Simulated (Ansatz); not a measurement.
System: SOF$_{2}$, charge 0, singlet. SOF2 (SMILES S(F)(=O)F).
B3LYP-D3(BJ)/def2-TZVP minimum from Ansatz (a first-principles code):
```xyz
4

O      1.3619    -0.1486    -0.3569
S      0.1670    -0.0077     0.4048
F     -0.6344     1.2320    -0.2285
F     -0.8731    -1.0862    -0.1739
```
Charge 0, spin multiplicity 1.

Total energies in cc-pV(D+d)Z, 26 correlated electrons, 8 frozen orbitals. Radicals and triplets start from unrestricted determinants; spin-orbit coupling is neglected. Cores are frozen in correlated methods. No relativity.

```json
[
 {"method": "HF", "program": "Ansatz", "energy (Eh)": "-671.22084", "minus CCSDT(Q) (mEh)": "735.68"},
 {"method": "MP2", "program": "Ansatz", "energy (Eh)": "-671.92876", "minus CCSDT(Q) (mEh)": "27.75"},
 {"method": "CCSD", "program": "Ansatz", "energy (Eh)": "-671.93383", "minus CCSDT(Q) (mEh)": "22.69"},
 {"method": "CCSD(T)", "program": "Ansatz", "energy (Eh)": "-671.95330", "minus CCSDT(Q) (mEh)": "3.21"},
 {"method": "CCSDT(Q)", "program": "Ansatz", "energy (Eh)": "-671.95651", "minus CCSDT(Q) (mEh)": "0.00"}
]
```

Rough core times of Ansatz's runs on a shared machine: CCSD(T) under 20 s, CCSDT(Q) 4 min.
